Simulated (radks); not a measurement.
Neutral xenon inside a hard spherical wall (all orbitals vanish at R), configuration held at [Xe] and not refilled when levels cross. Method: scalar-relativistic Kohn-Sham, r2SCAN, spin-polarised, spherical densities, finite nucleus; meta-GGA in the generalised Kohn-Sham scheme; Fermi nuclear charge, rms radius 4.7859 fm; computed with a radial shooting solver on a logarithmic mesh with Libxc functionals. Eigenvalues in eV for spin up, with the zero of energy where the potential of the charges vanishes at infinity; a dash marks a level that is unbound or too diffuse for the functional's potential to be trusted. A positive occupied level is held by the wall or, in an anion where self-interaction has pushed it up, behind a barrier. The pressure on the wall is -dE/dV.

| R (bohr) | E (hartree) | kinetic (hartree) | e(4p) | e(4d) | e(5s) | e(5p) | e(6s, empty) | e(5d, empty) | pressure (GPa) |
|---|---|---|---|---|---|---|---|---|---|
| free | -7448.02891 | 7832.280 | -144.68 | -60.636 | -20.422 | -8.585 | - | - | 0 |
| 20 | -7448.02891 | 7832.280 | -144.68 | -60.636 | -20.422 | -8.585 | - | - | < 0.0001 |
| 12 | -7448.02891 | 7832.280 | -144.68 | -60.636 | -20.422 | -8.585 | 0.445 | 2.215 | < 0.0001 |
| 8 | -7448.02828 | 7832.287 | -144.64 | -60.595 | -20.388 | -8.552 | 1.892 | 3.483 | 0.0374 |
| 7 | -7448.02575 | 7832.312 | -144.52 | -60.480 | -20.295 | -8.461 | 3.085 | 4.138 | 0.243 |
| 6 | -7448.01313 | 7832.416 | -144.11 | -60.072 | -19.977 | -8.133 | 5.506 | 5.317 | 1.66 |
| 4 | -7447.60734 | 7834.730 | -138.38 | -54.482 | -15.694 | -3.179 | 26.312 | 14.740 | 106 |
| 3 | -7445.58357 | 7843.440 | -125.53 | -42.150 | -4.101 | 11.142 | 74.437 | 36.605 | 1180 |
| 2.5 | -7441.65343 | 7858.201 | -111.31 | -28.625 | 13.132 | 32.211 | 137.15 | 65.827 | 4830 |
| 2 | -7429.33038 | 7901.231 | -83.240 | -1.153 | 59.595 | 86.825 | 279.16 | 134.16 | 25500 |
| 1.5 | -7380.65287 | 8054.459 | -14.954 | 71.661 | 219.44 | 262.61 | 666.70 | 327.61 | 199000 |
